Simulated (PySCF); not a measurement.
How methods differ on the excitation energy of Tc²⁺

Tc²⁺ [Kr] 4d5 (6S) → Tc²⁺ [Kr] 4d4 5s1 (6D), as a difference of total energies. All numbers are calculated (PySCF 2.14, scalar relativity through the core potential, in aug-cc-pwCVQZ-PP with ECP28MDF (9s9p8d5f4g3h, 180 functions)). The calculations carry no spin-orbit coupling.

| method | excitation energy (cm⁻¹) |
| --- | --- |
| UHF | 45799 |
| BLYP | 40458 |
| MN15 | 43335 |
